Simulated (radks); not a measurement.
Species: Ru+. Configuration: [Kr] 4d6.75 4f0.25 (fractional occupations, a model configuration). Method: Dirac Kohn-Sham, PBE, spin-unpolarised, spherical densities, finite nucleus; open shells fill j = l - 1/2 first; Fermi nuclear charge, rms radius 4.4809 fm; computed with a radial shooting solver on a logarithmic mesh with Libxc functionals.

Unscreened Slater integrals over Kohn-Sham orbitals (cm^-1). Large and small components are both included. Empty in this configuration: 4f7/2.

| integral | value |
|---|---|
| F0(4f5/2,4f5/2) | 16674 |
| F2(4f5/2,4f5/2) | 9497.0 |
| F4(4f5/2,4f5/2) | 6412.2 |
| F0(4f5/2,4d5/2) | 20643 |
| F2(4f5/2,4d5/2) | 902.08 |
| F4(4f5/2,4d5/2) | 153.07 |
| G1(4f5/2,4d5/2) | 114.81 |
| G3(4f5/2,4d5/2) | 63.467 |
| G5(4f5/2,4d5/2) | 42.890 |
| F0(4f5/2,4d3/2) | 20644 |
| F2(4f5/2,4d3/2) | 880.30 |
| G1(4f5/2,4d3/2) | 108.85 |
| G3(4f5/2,4d3/2) | 60.150 |
| F0(4f5/2,4p3/2) | 20649 |
| F2(4f5/2,4p3/2) | 432.41 |
| G2(4f5/2,4p3/2) | 13.418 |
| G4(4f5/2,4p3/2) | 8.5351 |
| F0(4f5/2,4f7/2) | 16674 |
| F2(4f5/2,4f7/2) | 9497.0 |
| F4(4f5/2,4f7/2) | 6412.2 |
| G2(4f5/2,4f7/2) | 9496.9 |
| G4(4f5/2,4f7/2) | 6412.2 |
| G6(4f5/2,4f7/2) | 4772.9 |
| F0(4d5/2,4d5/2) | 123670 |
| F2(4d5/2,4d5/2) | 60557 |
| F4(4d5/2,4d5/2) | 39135 |
| F0(4d5/2,4d3/2) | 124430 |
| F2(4d5/2,4d3/2) | 60947 |
| G2(4d5/2,4d3/2) | 60924 |
| G4(4d5/2,4d3/2) | 39383 |
| F0(4d5/2,4p3/2) | 143010 |
| F2(4d5/2,4p3/2) | 68409 |
| G1(4d5/2,4p3/2) | 84872 |
| G3(4d5/2,4p3/2) | 51471 |
| F0(4d5/2,4f7/2) | 20643 |
| F2(4d5/2,4f7/2) | 902.02 |
| F4(4d5/2,4f7/2) | 153.04 |
| G1(4d5/2,4f7/2) | 114.78 |
| G3(4d5/2,4f7/2) | 63.453 |
| G5(4d5/2,4f7/2) | 42.881 |
| F0(4d3/2,4d3/2) | 125210 |
| F2(4d3/2,4d3/2) | 61353 |
| F0(4d3/2,4p3/2) | 144160 |
| F2(4d3/2,4p3/2) | 69279 |
| G1(4d3/2,4p3/2) | 86237 |
| G3(4d3/2,4p3/2) | 52319 |
| F0(4d3/2,4f7/2) | 20644 |
| F2(4d3/2,4f7/2) | 880.25 |
| G3(4d3/2,4f7/2) | 60.127 |
| G5(4d3/2,4f7/2) | 40.626 |
| F0(4p3/2,4p3/2) | 173730 |
| F2(4p3/2,4p3/2) | 91030 |
| F0(4p3/2,4f7/2) | 20648 |
| F2(4p3/2,4f7/2) | 432.37 |
| G2(4p3/2,4f7/2) | 13.407 |
| G4(4p3/2,4f7/2) | 8.5282 |
| F0(4f7/2,4f7/2) | 16674 |
| F2(4f7/2,4f7/2) | 9496.9 |
| F4(4f7/2,4f7/2) | 6412.2 |
| F6(4f7/2,4f7/2) | 4772.9 |
